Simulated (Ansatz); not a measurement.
This geometry of CH5BrSi + H2 (10 atoms, charge 0, multiplicity 1) is a first-order saddle point.

Theory: RKS LDA/def2-SVP in Ansatz.

```xyz
10
Properties=species:S:1:pos:R:3
Si -0.624 0.100 -0.363
Br 1.162 -1.372 -1.647
H -1.627 -0.871 -0.914
H -1.420 1.391 -0.229
C 0.218 -0.202 1.258
H 0.770 0.471 -1.548
H 0.320 1.242 -1.313
H -0.441 0.122 2.093
H 0.487 -1.272 1.357
H 1.156 0.390 1.306
```

**Question.** Which two structures does it join? (They come from a converged band through this point; their orientation in space is the band's.)

**Answer.** Bonds broken: Si1–Br2, H6–H7. Bonds formed: Si1–H7, Br2–H6. CH5BrSi + H2 becomes BrH + CH6Si.

Initial state:

```xyz
10
Properties=species:S:1:pos:R:3
Si -0.913 -0.383 -0.323
Br 0.273 -1.360 -1.941
H -2.139 -1.229 -0.111
H -1.320 0.971 -0.838
C 0.122 -0.268 1.214
H 1.424 1.145 -1.463
H 1.543 1.850 -1.136
H -0.460 0.206 2.035
H 0.442 -1.278 1.545
H 1.028 0.346 1.019
```

Final state:

```xyz
10
Properties=species:S:1:pos:R:3
Si -0.810 0.564 -0.209
Br 1.717 -1.611 -1.861
H -1.743 -0.454 -0.807
H -1.588 1.802 0.155
C 0.163 -0.123 1.223
H 1.014 -0.340 -1.729
H 0.145 0.975 -1.323
H -0.516 -0.502 2.016
H 0.798 -0.965 0.869
H 0.821 0.653 1.667
```

**Question.** How far does it lie above each of them?

**Answer.** 39.3 kcal/mol above the first and 26.2 kcal/mol above the second. This is the barrier of this one path; another mechanism may lie lower. The orbitals stay closed-shell, which can raise the energy where a bond breaks towards radicals; this wasn't checked here.

Time of the run: 86 s on 2 threads of Intel(R) Xeon(R) 6975P-C (Granite Rapids) (shared host), peak memory 0.16 GiB.
